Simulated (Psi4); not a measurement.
A dimer, BCl3 ··· H3O+ (SMILES ClB(Cl)Cl and [OH3+]) (charge +1), singlet; the first 4 atoms form monomer A.

```
8

Cl    -0.8376     1.5310     0.0067
B      0.0003     0.0000    -0.0005
Cl    -0.9077    -1.4904     0.0064
Cl     1.7450    -0.0406    -0.0126
O     -0.8525     4.8708    -0.1371
H     -0.7360     3.8970    -0.1107
H     -1.1722     5.2481     0.7104
H     -1.3588     5.1818    -0.9178
```

Q: What interaction energy does SAPT0/jun-cc-pVDZ, frozen core (Psi4) give, and which attractive term is the largest?

A: Total -5.10 kcal/mol: electrostatics 0.58, exchange 2.40, induction -7.16, dispersion -0.92. The most attractive term is induction.
